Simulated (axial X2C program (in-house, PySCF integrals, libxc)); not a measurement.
# MoS⁻: bond constants with and without spin–orbit coupling

Computed with an in-house all-electron X2C program for linear molecules (integrals from PySCF). Spin-free means the one-electron spin-free X2C Hamiltonian; two-component (2c) means X2C with spin–orbit coupling and atomic mean-field two-electron Coulomb and Gaunt terms, so the difference of the two also holds small scalar two-electron terms. Basis: Mo dyall-acv3z [12s13p10d5f3g], S dyall-av3z [9s8p3d2f] (cores contracted in-house); Gaussian nuclei, density fitting, unrestricted open shells. Masses: Mo 97.905 u, S 31.972 u.

Input:
```json
{"zs": [42, 16], "q": -1, "bas": ["dyall-acv3z", "dyall-av3z"], "levels": ["PBE0", "HF", "PBE"], "cc": true, "r0": 2.15, "thr": -1.0, "nmax": 90, "npts": 10, "nst": 2, "ntry": 6}
```
```bash
python so2c.py task.json out
```

Keys: zs atomic numbers; q charge; bas basis sets; levels methods; cc coupled cluster on or off; r0 starting distance in Å; thr threshold in hartree for freezing inner shells (an s shell follows its p shell); nmax most natural virtual spinors; npts points on the curve; nst determinants followed; ntry starts of the search. HF also brings MP2.

State, spin-free: M_S = 5/2, Λ = 0 (beyond evenly filled blocks: σα, π+α, π-α, δ+α, δ-α); electrons by block: σα: 14, σβ: 13, π+α: 7, π+β: 6, π-α: 7, π-β: 6, δ+α: 2, δ+β: 1, δ-α: 2, δ-β: 1. Fragments: Mo + S-.

State, 2c: Ω = 5/2 (⟨Sz⟩ = 2.50, ⟨Lz⟩ = 0.00 at PBE0); electrons by block: 1/2: 20, -1/2: 20, 3/2: 8, -3/2: 8, 5/2: 2, -5/2: 1. Fragments: Mo + S-.

```tsv
Hamiltonian	level	Re (Å)	ωe (cm⁻¹)	Be (cm⁻¹)	De (eV)	D0 (eV)	k (mdyn/Å)	μ (D)
2c	PBE0	2.209	439.6	0.1433	3.12	3.10	2.74	-4.42
2c	PBE	2.206	436.4	0.1438	3.55	3.52	2.7	-3.40
```

Spin-free values that have a 2c row agree with it to the digits that matter (0.001 Å, 0.01 eV) and are not repeated.

Dipoles are positive if S is the positive end and refer to the centre of mass.

The state is one determinant whose occupation by symmetry is held fixed; it was picked as the lowest of a PBE0 search that is not exhaustive. De is counted from the lowest determinant-based energies of the atoms at the same level, without counterpoise correction. Density functionals use the spin component along the axis (collinear). In 2c an atomic determinant is not the ground J level, so De misses part of the atomic spin–orbit lowering. This holds for PBE0, PBE. PBE0 can misorder states that lie within some tenths of an eV, so this need not be the ground state of the molecule. The nearest other 2c determinant of the search, Ω = 3/2, lies 0.63 eV up at the distance of the search. The functionals have no current-density term, which raises determinants with orbital currents, atoms included. With several unpaired electrons one determinant need not be a pure state. The highest occupied level of some functionals is positive through self-interaction error; at Hartree–Fock it is bound. This is the top spin component of a Σ state; components of lower Ω are not single determinants and can lie lower. The determinant is spin-polarised beyond a pure state at some levels (its spin-free form has ⟨S²⟩ too high), which makes Re and μ there less reliable.

No reliable constants came from CCSD (2c), CCSD (spin-free), CCSD(T) (2c), CCSD(T) (spin-free), HF (2c), HF (spin-free), MP2 (2c), MP2 (spin-free): no minimum in range, unconverged points, a curve that is not smooth, a change of character along it, or the two Hamiltonians disagreeing along it.

Rough cost a point (2c) on 1 thread(s) of a shared host, integrals apart: PBE0 1.3 s, PBE 0.6 s.

The whole task took 4.6 min on 1 thread of Arm Neoverse V1, on a shared host.
